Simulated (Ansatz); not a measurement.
C3H8O2Si, SMILES OC[SiH]1COC1.

Coordinates come from a TPSSh-D3(BJ)/def2-SVP optimisation. A frequency run showed that this geometry is not a minimum. The structure was generated by enumeration, and PubChem lists no compound with its InChIKey, so it may never have been made. The values are those of a single conformer.

Two levels are set side by side: PBE/def2-SVPD (Ansatz, a quantum-chemistry and plane-wave program) and CAM-B3LYP/def2-SVPD (Ansatz). Energy differences of separate SCF runs at the same geometry; the states with an electron removed or added have multiplicity 2 and 2. Differences are taken from unrounded values.

```json
[
 {"quantity": "vertical ionisation energy (eV)", "CAM-B3LYP": "9.57"},
 {"quantity": "vertical singlet–triplet gap (eV)", "CAM-B3LYP": "6.05"}
]
```

What does PBE give, and how far is it from CAM-B3LYP? (Estimate from the structure and the level; the computed values follow.)


```csv
quantity,PBE,PBE minus CAM-B3LYP
vertical ionisation energy (eV),8.73,-0.84
vertical singlet–triplet gap (eV),5.08,-0.97
```
